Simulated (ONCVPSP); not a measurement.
## Which change was made? (Mg, ONCV)

magnesium (Mg), optimised norm-conserving Vanderbilt (ONCV), made with ONCVPSP 4.0.1 (PBE, scalar-relativistic). Core [He], reference 2s2 2p6 3s2. Waves: 2s+3s: rc 1.45 bohr, ncon 4, nbas 8, qcut 7.2 1/bohr, 2 projectors; 2p: rc 0.80 bohr, ncon 4, nbas 7, qcut 19.8 1/bohr, 3 projectors, debl 1.1 Ha. Local part: polynomial inside 0.60 bohr (lpopt 5, dvloc0 1 Ha). Core correction: Teter function, fcfact 2, rcfact 1.6.

In the p channel the program set the typed energies aside and used -1.713, 0.250, 1.350 Ha.

Cutoffs, loose and tight: the cutoffs (Ha) at which the residual kinetic energy of the hardest occupied pseudo-wave falls to 1 and 0.1 mHa per electron. They do not see the model core or the augmentation charge, which bear on the density cutoff. Test errors are all-electron minus pseudo excitation energies from the reference, over the configurations 2s2 2p6 3s1; 2s2 2p6 3s0; 2s2 2p6 3s1.5; 2s2 2p6 3s0 3p1; variants that change the core or the reference have their own tests.

The base gives: outcome: generated, projector energies reset by the program; cutoff, loose: 126 Ha; cutoff, tight: 148 Ha; bound ghosts: none; GHOST(+) flags above zero: none; largest test error (meV): -1.3.

(1) After one change the result is: outcome: generated, projector energies reset by the program; cutoff, loose: 90 Ha; cutoff, tight: 217 Ha; bound ghosts: none; GHOST(+) flags above zero: p; largest test error (meV): -1.5. Which change was it?
A. p: qcut 12.1
B. p: qcut 13.4
C. p: qcut 16.4
D. p: qcut 27.3

Results:

(1) B. The others give: p: qcut 16.4 → outcome: generated, projector energies reset by the program; cutoff, loose: 106 Ha; cutoff, tight: 121 Ha; bound ghosts: none; GHOST(+) flags above zero: none; largest test error (meV): -1.4 | p: qcut 12.1 → outcome: generated, projector energies reset by the program; cutoff, loose: 185 Ha; cutoff, tight: 236 Ha; bound ghosts: none; GHOST(+) flags above zero: p; largest test error (meV): -1.5 | p: qcut 27.3 → outcome: generated, projector energies reset by the program; cutoff, loose: 159 Ha; cutoff, tight: 191 Ha; bound ghosts: none; GHOST(+) flags above zero: none; largest test error (meV): -1.5.
